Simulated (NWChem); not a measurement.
System: C₂H₂F₃, doublet; SMILES FC[C](F)F

Input file for NWChem:

```
start job
memory heap 200 mb stack 900 mb global 1100 mb
geometry units angstroms noautosym nocenter noautoz
  F     -1.458780     0.089502     0.981065
  C     -1.031377    -0.203845    -0.317809
  C      0.440923    -0.075121    -0.476156
  F      0.959552     1.153115    -0.393075
  F      1.203262    -0.961322     0.170056
  H     -1.324845    -1.246238    -0.565648
  H     -1.527970     0.494054    -1.025113
end
basis spherical
  * library iglo-iii
end
dft
  odft
  mult 2
  xc pbe0
  iterations 150
  semidirect filesize 400000000
end
property
  hyperfine
end
task dft property
```

Coordinates come from a PBE-D3(BJ)/def2-SVP, spin-unrestricted optimisation. No stability test was run on the SCF state.

Fermi-contact couplings, non-relativistic, static geometry.

Atoms are numbered as in the input.

Question: What results follow from this input? (PBE0/IGLO-III, spin-unrestricted, contact and dipolar terms.) Quantities: A(iso) 19F atom 1 (MHz); A(iso) 13C atom 2 (MHz); A(iso) 13C atom 3 (MHz); A(iso) 19F atom 4 (MHz); A(iso) 19F atom 5 (MHz); A(iso) 1H atom 7 (MHz); <S²>.

Answer: A(iso) 19F atom 1 (MHz): 186
A(iso) 13C atom 2 (MHz): 77.9
A(iso) 13C atom 3 (MHz): 340
A(iso) 19F atom 4 (MHz): 208
A(iso) 19F atom 5 (MHz): 207
A(iso) 1H atom 7 (MHz): 0.3
<S²>: 0.753
